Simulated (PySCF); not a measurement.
Problem. Write Cartesian coordinates for InChI=1S/C5H12P2Se/c1-6-2-4-7(8)5-3-6/h7H,2-5H2,1H3 as optimised with PBE0-D3(BJ)/def2-SVP.

Solution. 
```
atom  x, y, z in Å
C1    -3.005   -0.116    0.065
P2    -1.292   -0.306    0.723
C3    -0.560   -1.379   -0.613
C4     0.961   -1.459   -0.509
P5     1.814    0.137   -0.814
Se6    3.900    0.098   -0.674
C7     0.962    1.329    0.290
C8    -0.560    1.316    0.170
H9    -3.024    0.183   -0.996
H10   -3.542    0.640    0.658
H11   -3.546   -1.068    0.176
H12   -0.864   -1.009   -1.608
H13   -0.990   -2.389   -0.505
H14    1.290   -1.780    0.493
H15    1.393   -2.175   -1.226
H16    1.280    0.501   -2.087
H17    1.297    1.076    1.310
H18    1.389    2.316    0.055
H19   -0.986    2.108    0.808
H20   -0.871    1.541   -0.867
```

Any rigid rotation of these coordinates is as good. Atoms count from 1 in this order. The 5 C–P bonds span 1.834 Å (C4–P5, drawn single) to 1.864 Å (P2–C8, drawn single), a spread of 0.030 Å. P2 (phosphine phosphorus) is pyramidal (angles 99.7°, 99.7° and 97.7°, sum 297.1°, 0.89 Å off the plane of its three neighbours). The 6-membered ring P2–C3–C4–P5–C7–C8 has internal angles of 97.7° to 114.2° (sum 654°, against 720° for a flat polygon); it is puckered, 0.29 Å rms from its mean plane, widest ring torsion 66°. P5 (phosphorus bonded to 2 C, Se and H) is distorted tetrahedral (angles from 101.3° to 115.9°).

Bonds between heavy atoms (Å): C1–P2 1.845, P2–C3 1.863, C3–C4 1.527, C4–P5 1.834, P5=Se6 2.091, P5–C7 1.835, C7–C8 1.527, P2–C8 1.864.

Method: PBE0-D3(BJ)/def2-SVP geometry optimisation, gas phase in PySCF 2.14.0.

Point group: Cs (every atom within 0.08 Å of its image). Whether it is a minimum is left open (no frequencies). One conformer, not necessarily the lowest (C1–P2–C3–C4 167°, P2–C3–C4–P5 -66°, C3–C4–P5–Se6 180°, C4–P5–C7–C8 -51°).
